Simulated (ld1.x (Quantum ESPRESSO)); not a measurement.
**Configuration tests for Ni (RRKJ)**

```
Element                 : Ni (Z = 28)
Generator               : ld1.x (Quantum ESPRESSO) 7.5
Type                    : norm-conserving RRKJ (Kleinman–Bylander form)
Functional              : PBE
Relativity              : scalar-relativistic
Frozen core             : [Ar]
Valence charge          : 10
Reference configuration : 3d8 4s0 4p0 (charge +2)
Partial waves           : 4s (bound, empty): rc 1.75 bohr; 4p (bound, empty): rc 1.70 bohr; 3d (bound): rc 1.70 bohr
Local potential         : all-electron potential smoothed inside 1.34 bohr (lloc = -2)
Core correction         : Bessel-smoothed model core inside 1.45 bohr
```

Energies are relative to the spin-unpolarised reference configuration 3d8 4s0 4p0; without spin polarisation the order of configurations can differ from experiment. Not all tests gave a result: 3 of 7 tests not solved or not reliable. Left out of the table: 3d8 4s2 4p0 (solver errors, printed error -950 eV); 3d8 4s1 4p0 (solver errors, printed error -809 eV); 3d8 4s1.5 4p0 (solver errors, printed error -932 eV).

Task: Give the all-electron excitation energy and the error of the potential for: 3d7 4s0 4p0; 3d8 4s0 4p1; 3d7 4s2 4p1; 3d9 4s0 4p0.

Result:

```csv
valence configuration,charge,ΔE all-electron (eV),error AE − PS (meV)
3d7 4s0 4p0,+3,37.467,-65
3d8 4s0 4p1,+1,-11.667,+1.9
3d7 4s2 4p1,0,-16.128,-57
3d9 4s0 4p0,+1,-20.355,-76
```

Levels in the configuration 3d7 4s0 4p0:

| level | all-electron (eV) | pseudo (eV) |
| --- | --- | --- |
| 3d | -47.063 | -47.150 |
